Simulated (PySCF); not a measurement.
Input of a run (PBE0-D3(BJ)/def2-SVP geometry optimisation, gas phase (PySCF 2.14.0)), started from GFN2-xTB:
```
{"job": {"xc": "PBE0", "basis": "def2-SVP", "d3": "d3bj", "grid": 1, "shake": 0.01, "kind": "geom"}, "charge": 0, "multiplicity": 1}
C      2.459000     0.146060    -0.084380
C      1.116640    -0.469240     0.202190
N      0.043480    -0.081370    -0.342930
Si    -1.568380    -0.521760    -0.247050
N     -2.566880     0.838630     0.170790
H      3.116620    -0.567900    -0.500060
H      2.887250     0.548500     0.833730
H      2.331830     0.990380    -0.802980
H      1.165090    -1.289890     0.944920
H     -1.935600    -0.891900    -1.606290
H     -1.963960    -1.548340     0.755760
H     -2.493830     1.194290     1.131770
H     -2.585440     1.635670    -0.465790
```

Output (energies in Eh, forces in Eh/bohr):
```
step   0  E = -479.46637371  max force = 0.044530
step   1  E = -479.47360071  max force = 0.004083
step   2  E = -479.47395459  max force = 0.004988
step   3  E = -479.47386612  max force = 0.008496
step   4  E = -479.47436013  max force = 0.002420
step   5  E = -479.47440633  max force = 0.001279
step   6  E = -479.47442458  max force = 0.000396
step   7  E = -479.47442549  max force = 0.000274
optimisation converged
```

Q: Summarise the run.

A: The energy falls by 0.219 eV over 8 energy and gradient evaluations, the largest force component goes from 0.0445 to 2.7e-04 Eh/bohr, and the atoms move by 0.195 Å rms after alignment. The bond that changes most is N3–Si4 (C=N nitrogen to SiH2 silicon), which lengthens by 0.085 Å. Bonds longer at the end by more than 0.005 Å: 6 of 12; shorter: 5. Among the angles that change most is C2–N3–Si4, from 135.4° to 123.8°. The energy rose by more than 1e-6 Eh at step 3. The first step brought 90 % of the lowering.

Q: What are the final bond lengths?

A: C1–C2 1.494 Å, C2=N3 1.265 Å, N3–Si4 1.759 Å, Si4–N5 1.724 Å, C1–H6 1.103 Å, C1–H7 1.103 Å, C1–H8 1.098 Å, C2–H9 1.117 Å, Si4–H10 1.490 Å, Si4–H11 1.502 Å, N5–H12 1.014 Å, N5–H13 1.015 Å. Numbering counts from 1 in the input's order; the species is `C/C=N/[SiH2]N`.

The run used 114 basis functions and 55 SCF cycles in all. Time: 32 s; peak memory 0.47 GiB. Hardware: Arm Neoverse V2, one thread, shared host.

PBE0-D3(BJ)/def2-SVP frequencies: not computed here. The numbers are those of one conformer.

The values belong to the conformer `[CH3:1]/[CH:2]=[N:3]/[SiH2:4][NH2:5]`: C2–N3–Si4–N5 124°, H–N5–Si4–N3 -73°, H–N5–Si4–N3 66°.
